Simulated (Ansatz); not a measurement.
Saddle point of Si$_{2}$H$_{5}$SF, closed shell (Si₂H₅SF ([F][SiH]([SiH3])[SH]) → Si₂H₄S ([SiH3][SiH][S]) + HF; bonds formed: F2–H4; bonds broken: Si1–F2, S3–H4), PBE0-D4/def2-TZVP structure:

```
9
angstrom
Si -0.8676 0.8283 -0.0212
F -0.4241 -1.2475 -1.8330
S -0.6634 1.8868 -1.6616
H -0.3738 -0.3731 -2.1732
H -2.1855 0.7186 0.6691
Si 0.8705 -0.2908 1.0765
H 1.1640 0.4495 2.3338
H 2.0613 -0.3074 0.1964
H 0.4186 -1.6644 1.4132
```

Energies are electronic, without zero-point energy. Barriers and step energies count from the start structure reached by relaxing down the imaginary mode; all methods use the PBE0-D4 structures, on which another method's saddle can fall below an end. Ansatz 0.2.0; basis: def2-TZVPP, with def2-QZVPP for the basis limit; cores frozen in the correlated methods. B3LYP uses VWN-RPA correlation. Extrapolation: Hartree–Fock as exp(−7.88 √X), correlation as X^−2.97.

```tsv
method	barrier (kcal/mol)	step energy (kcal/mol)
SPW92	49.97	46.95
PBE-D4	47.36	44.95
BLYP-D4	47.07	44.53
r2SCAN-D4	?	49.60
B97M-V	?	50.11
PBE0-D4	51.00	48.71
B3LYP-D4	50.38	47.91
r2SCAN0-D4	53.74	51.44
BHLYP-D4	54.55	52.24
CAM-B3LYP-D4	?	51.39
wB97X-V	54.60	52.62
wB97M-V	52.27	50.36
B2PLYP	51.40	48.94
PBE-QIDH	53.34	51.09
RPA on PBE	51.10	48.21
HF	57.95	56.37
MP2	51.43	49.01
CCSD	53.44	50.97
CCSD(T)	51.71	49.06
```

(1) Fill in the withheld barriers. (An estimate is asked for; the value comes from the calculation.)

T1 diagnostic: at most 0.018.

Answers

(1) Computed: B97M-V 51.88; CAM-B3LYP-D4 53.76; r2SCAN-D4 51.97 kcal/mol. Each is the energy of the saddle less that of the start structure, by the same method.

For comparison, the barrier by CCSD(T) at an estimated basis limit (MP2 extrapolated from triple and quadruple zeta, plus CCSD(T) − MP2 in triple zeta) is 51.84 kcal/mol.

Labels in which every atom is bracketed show which atoms are joined, not bond orders.

For scale, one of the runs: CCSD(T)/def2-TZVPP, 227 basis functions, launched by `ansatz run in.yaml --threads 4 --pin off --events-out ev --progress --plain --max-ram 9574MiB`. Hardware: 4 CPU threads of an Intel Xeon, shared host. Wall time 59 s; peak host memory 3.4 GiB.
